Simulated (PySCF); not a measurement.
Electrostatic solvation of a mixed set.

All values: wB97X-D/def2-SVPD (PySCF, non-relativistic), each on one gas-phase PBE0-D3(BJ)/def2-SVP geometry that isn't relaxed in the solvent. The solvent is an IEF-PCM continuum (van der Waals radii × 1.2). Only the electrostatic response of the medium enters.

**Question.** Order them by E(solvent) − E(gas) in chloroform (ε = 4.711), most negative first (kcal/mol).
A. `[OH:1][SiH:2]1[CH:3]=[CH:4][SiH2:5][CH:6]=[CH:7]1` with H–O1–Si2–C3 62°
B. `[SiH3:1][SiH2:2][c:3]1[cH:4][cH:5][cH:6][o:7]1` with Si1–Si2–C3–C4 -118°
C. `[SiH3:1][O:2][SiH:3]1[CH:4]=[CH:5][CH:6]=[CH:7]1` with Si1–O2–Si3–C4 -59°
D. `[CH2:1]=[C:2]=[C:3]([CH3:4])[CH2:5][F:6]` with C2–C3–C5–F6 -127°
E. `[CH:1]#[C:2][C@@H:3]1[CH2:4][SiH2:5][O:6][SiH2:7]1` with C2–C3–C4–Si5 -161°, C3–C4–Si5–O6 28°, C4–Si5–O6–Si7 -8°, Si5–O6–Si7–C3 -11°

**Answer.** A (-3.4), E (-3.0), D (-2.4), B (-1.7), C (-1.5).

```csv
SMILES,charge,ΔE (kcal/mol),polarisation term (kcal/mol),HOMO shift (eV),dipole gas (D),dipole solvent (D),atoms,"lowest singlet, gas (eV)","lowest singlet, solvent (eV)"
O[SiH]1C=C[SiH2]C=C1,0,-3.4,-3.7,+0.11,1.42,1.75,15,5.33,5.29
C#C[C@@H]1C[SiH2]O[SiH2]1,0,-3.0,-3.2,-0.01,1.02,1.28,15,6.24,6.29
C=C=C(C)CF,0,-2.4,-2.7,+0.07,1.69,1.99,13,5.81,5.81
[SiH3][SiH2]c1ccco1,0,-1.7,-1.8,+0.03,1.07,1.27,15,5.77,5.65
[SiH3]O[SiH]1C=CC=C1,0,-1.5,-1.6,+0.05,1.27,1.57,15,4.23,4.18
```

The polarisation term is half the interaction of the solute with the induced surface charges. Singlets are vertical TDDFT energies (frozen core, non-equilibrium response), the lowest in each medium.

The pairwise dispersion term of wB97X-D wasn't added to the energies; at a given geometry it leaves orbitals and properties as they are.
